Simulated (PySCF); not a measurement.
B(F)(H)(SMe) (CH4BFS), SMILES S(BF)C. Atoms are numbered in the order given.

```xyz
8

B      0.5408    -0.9242     0.0000
F      0.0613    -2.1658     0.0000
H      1.7326    -0.7484     0.0000
S     -0.6271     0.4367     0.0000
C      0.4891     1.8889     0.0000
H      0.2872     2.4899    -0.8966
H      0.2872     2.4899     0.8966
H      1.5368     1.5609     0.0000
```

Geometry optimised at TPSSh-D3(BJ)/def2-SVP. The values are those of a single conformer.

All values below come from TPSSh-D3(BJ)/def2-SVP (PySCF).

Frequencies are harmonic and unscaled.

```
mode  ν (cm⁻¹)  IR (km/mol)  Raman (Å⁴/amu)  depolarisation  moving atoms (share of kinetic energy)
----  --------  -----------  --------------  --------------  --------------------------------------
1           61          0.1             0.1            0.75                                  H 90 %
2          189          0.2             1.9            0.75           B 34 %, H 31 %, F 22 %, C 9 %
3          215          2.4             1.4            0.69          S 29 %, C 27 %, H 20 %, F 18 %
4          388          1.3             4.2            0.43          F 51 %, S 17 %, B 16 %, C 11 %
5          708          3.9            13.1            0.21                  C 54 %, S 33 %, H 10 %
6          806         49.6            11.1            0.34                  B 50 %, H 23 %, S 22 %
7          840         21.9             2.2            0.75                          H 63 %, B 34 %
8          974          4.5             3.2            0.75                          H 84 %, C 15 %
9          977          1.3             5.6            0.69                          H 77 %, C 16 %
10        1106         24.1             3.2            0.43                  H 73 %, F 13 %, B 13 %
11        1312        409.4             0.5            0.46                  B 64 %, F 23 %, H 13 %
12        1343          4.4             1.8            0.70                          H 82 %, C 13 %
13        1465          6.0            13.8            0.75                                  H 95 %
14        1479          8.0            19.2            0.71                                  H 95 %
15        2652        120.8            83.9            0.19                           H 91 %, B 9 %
16        3057         18.5           141.0            0.01                                  H 98 %
17        3167          3.6            88.9            0.75                          H 90 %, C 10 %
18        3173          2.3            55.3            0.71                          H 90 %, C 10 %
```
